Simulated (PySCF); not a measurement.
## Electron correlation in V (vanadium, neutral)

[Ar] 3d3 4s2, high-spin 4F determinant. Computed with PySCF 2.14 in x2c-TZVPPall (6s5p4d2f1g, 64 functions), with scalar relativity by spin-free X2C-1e. Frozen: [Ar]; 5 electrons correlated.

```csv
level,correlation energy (mhartree)
CCSD,-73.31
(T),-2.51
CCSD(T),-75.82
```

Diagnostics: T1 = 0.024, D1 = 0.0630, largest double amplitude 0.126.

Cost of the coupled-cluster step: roughly 4 core-seconds, for 5 correlated electrons.

Iterations:

```
CC2 = 0
CCSD nocc = (np.int64(4), np.int64(1)), nmo = (55, 55)
frozen orbitals [[0, 1, 2, 3, 4, 5, 6, 7, 8], [0, 1, 2, 3, 4, 5, 6, 7, 8]]
max_cycle = 100
direct = 0
conv_tol = 1e-08
conv_tol_normt = 1e-06
diis_space = 8
diis_start_cycle = 0
Init t2, MP2 energy = -0.058350193749482
Init E_corr(UCCSD) = -0.0583501937531874
cycle = 1  E_corr(UCCSD) = -0.0674917836618074  dE = -0.00914158991  norm(t1,t2) = 0.0673802
cycle = 2  E_corr(UCCSD) = -0.0706124044586853  dE = -0.0031206208  norm(t1,t2) = 0.031222
cycle = 3  E_corr(UCCSD) = -0.0732033232106946  dE = -0.00259091875  norm(t1,t2) = 0.0163026
cycle = 4  E_corr(UCCSD) = -0.0732203872768898  dE = -1.70640662e-05  norm(t1,t2) = 0.00317514
cycle = 5  E_corr(UCCSD) = -0.0732884365216961  dE = -6.80492448e-05  norm(t1,t2) = 0.00186182
cycle = 6  E_corr(UCCSD) = -0.0733172125757568  dE = -2.87760541e-05  norm(t1,t2) = 0.00100299
cycle = 7  E_corr(UCCSD) = -0.0733087046241463  dE = 8.50795161e-06  norm(t1,t2) = 0.000390759
cycle = 8  E_corr(UCCSD) = -0.0733170629521486  dE = -8.358328e-06  norm(t1,t2) = 0.000126887
cycle = 9  E_corr(UCCSD) = -0.0733132499103501  dE = 3.8130418e-06  norm(t1,t2) = 5.80043e-05
cycle = 10  E_corr(UCCSD) = -0.0733140508020706  dE = -8.00891721e-07  norm(t1,t2) = 2.9838e-05
cycle = 11  E_corr(UCCSD) = -0.0733139971842647  dE = 5.36178059e-08  norm(t1,t2) = 1.37138e-05
cycle = 12  E_corr(UCCSD) = -0.0733139307272342  dE = 6.64570305e-08  norm(t1,t2) = 6.5186e-06
cycle = 13  E_corr(UCCSD) = -0.0733139131949105  dE = 1.75323237e-08  norm(t1,t2) = 1.55865e-06
cycle = 14  E_corr(UCCSD) = -0.0733139337721826  dE = -2.05772721e-08  norm(t1,t2) = 4.98849e-07
cycle = 15  E_corr(UCCSD) = -0.073313933930116  dE = -1.57933375e-10  norm(t1,t2) = 2.20795e-07
UCCSD converged
E(UCCSD) = -948.207143864267  E_corr = -0.073313933930116
UCCSD(T) correction = -0.00250933621783128
```
